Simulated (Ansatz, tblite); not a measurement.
Breaking a bond: Bi(Me)3, SMILES [CH3][Bi]([CH3])[CH3] (C3H9Bi). The C2–H13 bond (C2 also carries Bi, H, H; H13 carries nothing else) is pulled apart rigidly from the PBE0/def2-SVP, def2 effective core potentials past Kr optimised geometry. Each curve is given relative to its own lowest point near equilibrium.

```tsv
R / Å	A	B	C	D
0.90	18.9	24.5	23.5	24.5
0.96	7.2	10.8	10.1	10.8
1.03	1.0	2.6	2.2	2.6
1.06	0.0	0.9	0.7	0.9
1.10	0.0	0.0	0.0	0.0
1.13	0.7	0.2	0.3	0.2
1.17	2.4	1.3	1.7	1.3
1.25	7.6	5.8	6.8	5.8
1.32	13.5	11.4	12.9	11.4
1.45	25.9	23.9	26.4	23.9
1.61	42.1	40.5	44.3	40.5
1.80	60.6	59.2	64.5	59.2
2.02	79.4	78.1	85.3	78.1
2.33	100.1	99.2	108.9	98.0
2.67	115.7	115.8	128.2	107.4
3.21	128.9	132.3	148.3	111.7
```

Energies in kcal/mol.

Assign the columns to these levels of theory: tblite with GFN2-xTB, 300 K electronic temperature; restricted PBE/def2-SVP, def2 effective core potentials past Kr (Ansatz, a program for electronic structure); Ansatz with restricted PBE0/def2-SVP, def2 effective core potentials past Kr; unrestricted PBE/def2-SVP, def2 effective core potentials past Kr run with Ansatz.

A is GFN2-xTB; B is RKS-PBE; C is RKS-PBE0; D is UKS-PBE.

The restricted form behind RKS-PBE0, RKS-PBE keeps the bonding electrons paired and can't separate into open-shell fragments. The unrestricted solution behind UKS-PBE changes between 2.33 and 2.67 Å, which can leave a kink. The unrestricted determinant behind UKS-PBE is spin-contaminated at 2.33 to 3.21 Å (<S²> up to 1.0, against 0.00 for a pure singlet).
